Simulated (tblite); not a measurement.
Species: C2H10GeNO (charge +1).
Bonds: C1–N2, N2–C3, C3–O4, O4–Ge5. Hydrogens: H6, H7, H8 on C1; H9, H10 on N2; H11, H12 on C3; H13, H14, H15 on Ge5.

Computed with GFN2-xTB (tblite), gas phase: L-BFGS steps from a force-field or distance-geometry start until the largest atomic force falls under 0.01 eV/Å.

Step 13: E = -486.2163 eV
```
atom  x, y, z in Å  |  force x, y, z in eV/Å
C1     -2.2395   -0.0692    0.6325   -0.220  -0.019   0.068
N2     -1.2505    0.1943   -0.4163    0.036  -0.001   0.008
C3      0.1304   -0.0410    0.1063    0.264   0.017  -0.049
O4      1.0153    0.2237   -0.9002    0.234  -0.065   0.073
Ge5     2.8175   -0.0067   -0.4761   -0.168   0.025  -0.089
H6     -3.2490    0.0910    0.2761   -0.178   0.069  -0.119
H7     -2.1540   -1.1007    0.9619   -0.004  -0.082   0.054
H8     -2.0612    0.5867    1.4814   -0.012   0.023   0.030
H9     -1.3941   -0.4089   -1.2377    0.014  -0.031   0.014
H10    -1.3060    1.1629   -0.7591    0.020   0.023   0.023
H11     0.2712    0.6219    0.9727   -0.030   0.027   0.022
H12     0.1818   -1.0845    0.4536   -0.035   0.000  -0.033
H13     3.4604    0.3507   -1.7738   -0.131  -0.039   0.166
H14     2.9508    0.9357    0.6910    0.107  -0.044  -0.102
H15     2.8224   -1.4477   -0.0341    0.105   0.098  -0.067
```

Step 14: E = -486.2262 eV
```
atom  x, y, z in Å  |  force x, y, z in eV/Å
C1     -2.2455   -0.0669    0.6253   -0.191  -0.016   0.061
N2     -1.2429    0.1926   -0.4117   -0.026   0.009  -0.010
C3      0.1288   -0.0453    0.1218    0.306  -0.004  -0.005
O4      1.0160    0.2184   -0.8841    0.175  -0.072   0.124
Ge5     2.8142   -0.0067   -0.4773   -0.129   0.069  -0.192
H6     -3.2527    0.0975    0.2558   -0.078   0.042  -0.055
H7     -2.1560   -1.1005    0.9528   -0.070  -0.015   0.059
H8     -2.0634    0.5916    1.4736   -0.081  -0.027   0.004
H9     -1.3752   -0.4077   -1.2353   -0.013  -0.078  -0.025
H10    -1.2866    1.1590   -0.7584   -0.005   0.084   0.020
H11     0.2641    0.6140    0.9924   -0.003   0.051  -0.012
H12     0.1757   -1.0876    0.4740   -0.015  -0.010  -0.066
H13     3.4176    0.3575   -1.7895   -0.087  -0.038   0.157
H14     2.9641    0.9325    0.6805    0.114   0.021  -0.024
H15     2.8375   -1.4402   -0.0418    0.102  -0.015  -0.034
```

Step 15: E = -486.2338 eV
```
atom  x, y, z in Å  |  force x, y, z in eV/Å
C1     -2.2531   -0.0653    0.6202   -0.097  -0.006   0.015
N2     -1.2372    0.1913   -0.4080   -0.045   0.010  -0.016
C3      0.1320   -0.0487    0.1342    0.187  -0.015   0.034
O4      1.0199    0.2131   -0.8700    0.075  -0.056   0.123
Ge5     2.8083   -0.0055   -0.4811   -0.032   0.066  -0.163
H6     -3.2576    0.1036    0.2383    0.013   0.012   0.005
H7     -2.1589   -1.1009    0.9468   -0.131   0.051   0.053
H8     -2.0668    0.5953    1.4678   -0.142  -0.065  -0.018
H9     -1.3605   -0.4083   -1.2335   -0.030  -0.082  -0.024
H10    -1.2713    1.1573   -0.7571   -0.027   0.087   0.026
H11     0.2586    0.6088    1.0078    0.033   0.062  -0.038
H12     0.1708   -1.0905    0.4888    0.016  -0.020  -0.080
H13     3.3822    0.3621   -1.7989   -0.031  -0.019   0.082
H14     2.9774    0.9302    0.6715    0.114   0.058   0.018
H15     2.8520   -1.4343   -0.0487    0.097  -0.081  -0.016
```

Question: Estimate the geometry and energy of step 16. (The exact step hangs on the optimiser's Hessian estimate; all steps are aligned on step 15, rigid shifts and turns removed.)

Answer: E = -486.2381 eV, largest force 0.181 eV/Å
```
atom  x, y, z in Å  |  force x, y, z in eV/Å
C1     -2.2589   -0.0644    0.6168   -0.011   0.003  -0.033
N2     -1.2340    0.1908   -0.4063   -0.028   0.005  -0.008
C3      0.1365   -0.0513    0.1430    0.022  -0.014   0.046
O4      1.0238    0.2088   -0.8589    0.003  -0.030   0.076
Ge5     2.8037   -0.0038   -0.4859    0.066   0.023  -0.047
H6     -3.2607    0.1076    0.2272    0.041  -0.002   0.026
H7     -2.1634   -1.1003    0.9439   -0.158   0.072   0.045
H8     -2.0716    0.5967    1.4640   -0.166  -0.069  -0.017
H9     -1.3517   -0.4102   -1.2328   -0.034  -0.052   0.006
H10    -1.2621    1.1579   -0.7559   -0.039   0.044   0.036
H11     0.2558    0.6068    1.0174    0.055   0.058  -0.045
H12     0.1680   -1.0931    0.4972    0.036  -0.025  -0.073
H13     3.3594    0.3651   -1.8047    0.013   0.005  -0.002
H14     2.9879    0.9300    0.6663    0.108   0.056   0.010
H15     2.8629   -1.4325   -0.0533    0.092  -0.073  -0.021
```

The energy changes by -0.0044 eV. The first-order estimate −F·Δx gives -0.0062 eV and the mean of the old and new forces, exact on a quadratic surface, -0.0043 eV. The step makes an angle of 72° with the force vector and moves no atom by more than 0.024 Å.

The cost below is that of the whole relaxation. On one thread of an Intel Xeon Platinum 8259CL at 2.50 GHz, no GPU, shared host with 32 logical CPUs at a one-minute load of 20, this took 0.33 s of wall time.
